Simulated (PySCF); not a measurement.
Species: CH4B3BrO3.
SMILES: `O1BOB(C)OB1Br`

Linear response at CAM-B3LYP/def2-SVPD (PySCF, frozen core in the response, non-relativistic). Isolated species at its PBE0-D3(BJ)/def2-SVP geometry, gas phase. The CAM-B3LYP/def2-SVPD calculation is non-relativistic and has no spin–orbit coupling, an omission that weighs most on bromine.

Static isotropic polarisability: 77.42 au (11.47 Å³), principal values 58.3, 78.3, 95.6 au.

(1) What is the polarisability at 1064 nm and at the sodium D line?

(2) What is the isotropic C6 coefficient between two such molecules, C6 = (3/π)∫α(iω)² dω?

(3) Which effective excitation energy ω̄ makes London's formula C6 = (3/4)α²ω̄ exact here?

(4) What molar refraction at the D line follows from R = (4π/3)·N_A·α′, with α′ the polarisability volume?

(5) What three-body coefficient follows from the one-pole estimate C9 = (3/4)·α·C6?

(6) The lowest 6 singlets have (eV, f): 6.78, 0.000; 7.45, 0.234; 7.54, 0.046; 7.76, 0.058; 7.84, 0.027; 7.89, 0.001. What share of the static polarisability do they carry in the sum over states α = Σ f/ω²?

(7) How many electrons N does the Slater–Kirkwood formula C6 = (3/4)·√N·α^(3/2) need to give this C6?

## Answers

(1) 78.05 au at 1064 nm (+0.8 %), 79.54 au at 589.3 nm (+2.7 %). The rise at 589.3 nm is 3.36 times that at 1064 nm; a pure ω² law gives 3.26. The lowest singlet lies at 183 nm, shorter than both wavelengths.

(2) 2507 au (Eh·bohr⁶) by a ten-point quadrature over imaginary frequencies, which is 1500 eV·Å⁶ or 145 J·nm⁶/mol.

(3) ω̄ = 4·C6/(3α²) = 0.558 Eh = 15.2 eV. A one-pole form α(ω) = α/(1 − ω²/ω̄²) fitted to the 1064 nm value gives 13.0 eV.

(4) α′ = 11.79 Å³ gives R = 29.73 cm³/mol, for isolated, non-vibrating species.

(5) 146000 au. This is an estimate from the two numbers above, not a computed integral.

(6) 4.77 au, 6.2 % of α; the largest term, 3.12 au, is that of the state at 7.45 eV. Their oscillator strengths add up to 0.37. Higher states carry the rest.

(7) N = (4·C6/3)²/α³ = 24.1; the species has 84 electrons in all.
